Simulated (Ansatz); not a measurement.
The molecule ScH, multiplicity 3 (not the ground state: that is measured with 2S+1 = 1). No spin–orbit coupling. Sc is treated without relativity.

Seven points along R, fitted to fifth degree in 1/R; most abundant isotopes. In def2 and cc sets the state is the lowest found near the PBE0 minimum, followed along R.

Correlated levels freeze the inner cores; with def2 sets outer-core shells near the valence are correlated too.

Programs: Ansatz (Gaussian basis) for Hartree–Fock, density functionals and correlated methods. Each number belongs to the level named beside it.

| level | r_e (Å) | ω_e (cm⁻¹) | ω_e x_e (cm⁻¹) | dipole (D) |
|---|---|---|---|---|
| PBE/def2-TZVPP | 1.842 | 1460 | 21 | 2.73 |
| PBE0/def2-TZVPP | 1.849 | 1479 | 20 | 2.68 |
| wB97X-V/def2-TZVPP | 1.862 | ___ | 18 | 2.58 |
| CCSD/def2-TZVPP | 1.884 | 1460 | 21 | - |
| CCSD(T)/def2-TZVPP | ___ | ___ | 22 | - |

**Question.** Complete the blanks.

**Answer.** 
- CCSD(T)/def2-TZVPP, r_e (Å): 1.881
- CCSD(T)/def2-TZVPP, ω_e (cm⁻¹): 1459
- wB97X-V/def2-TZVPP, ω_e (cm⁻¹): 1482

Ansatz is an electronic-structure program.
